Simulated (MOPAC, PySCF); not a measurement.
H₅NSi, SMILES `N[SiH3]`, neutral singlet in the gas phase. 

Cartesian coordinates (Å):
```xyz
7

N      1.0443    -0.0812    -0.2024
Si    -0.6573     0.0489     0.0142
H      1.5116    -0.9422     0.0319
H      1.6338     0.7103    -0.0005
H     -1.1094     1.2933    -0.6599
H     -1.1337     0.1118     1.4289
H     -1.2893    -1.1410    -0.6122
```
Charge 0, spin multiplicity 1.

All levels are single points at this geometry (PBE0-D4/def2-TZVP); Pople sets use spherical d functions. Orbital energies aren't observables, and empty levels follow the basis.

PM7 in MOPAC gives dipole (D) = 1.25.

Question: Estimate the dipole (D) from each of these levels: PBE-D3(BJ)/def2-TZVP in PySCF; PBE0-D4/def2-TZVP in PySCF; B3LYP/6-31G* in PySCF; M06-2X/6-31G* in PySCF; HF/6-31G* in PySCF.

Answer: 
| level | dipole (D) |
|---|---|
| PBE-D3(BJ)/def2-TZVP in PySCF | 1.39 |
| PBE0-D4/def2-TZVP in PySCF | 1.37 |
| B3LYP/6-31G* in PySCF | 1.44 |
| M06-2X/6-31G* in PySCF | 1.40 |
| HF/6-31G* in PySCF | 1.42 |
